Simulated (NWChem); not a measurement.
System: C₂ClO₂Pt, doublet; SMILES [O+]#[C-]->[Pt]([Cl])<-[C-]#[O+]

Not confirmed as a minimum by frequencies. This spin state was assumed; another may lie lower. def2 effective core potentials on Pt; no spin-orbit coupling.

Give the equilibrium geometry at PBE-D3(BJ)/def2-SVP with def2 effective core potentials on Pt, spin-unrestricted (NWChem) as an XYZ file, with the point group.

point group Cs; any orientation.
```
6

Pt    -0.1269    -0.0687     0.0209
Cl    -1.2306    -2.0927    -0.0103
O      2.9245    -0.1019    -0.0062
C      1.7768    -0.2391     0.0008
O     -0.2683     2.9761     0.0837
C     -0.2646     1.8189     0.0602
```
